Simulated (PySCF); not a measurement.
Exercise with solution: oscillator strength and radiative lifetime

In(H)(Br)(Et) (C₂H₆BrIn), SMILES [InH]([CH2]C)[Br].

Geometry: PBE0-D3(BJ)/def2-SVP. The structure was generated by enumeration; whether it is a known compound was not checked. The def2 effective core potentials stand for the cores of In; spin–orbit coupling is left out. Other conformers were not sampled.

PySCF with TDDFT-PBE/def2-SVPD puts the first singlet state with f over 0.02 at 4.65 eV (vertical), with the transition dipole (-0.177, -0.389, -0.269) in atomic units.

Problem. Find the oscillator strength, the wavelength and the radiative lifetime that this transition would have in vacuum if emission retraced absorption.

Solution. 
|μ|² = 0.2550 au, so |μ| = 1.28 D. ΔE = 4.65/27.211 = 0.1709 hartree. f = (2/3) ΔE |μ|² = 0.029 (the program prints 0.029).
λ = 1239.84/4.65 = 267 nm; ν = 37505 cm⁻¹.
Einstein's coefficient A = 0.6670 ν² f s⁻¹ (ν in cm⁻¹) = 2.7e7 s⁻¹, so τ = 1/A = 37 ns. This state is S2; the lower singlet has f = 0.000. The figure is the radiative limit of this one transition; relaxation, internal conversion, crossing to triplets and a medium change what is measured.
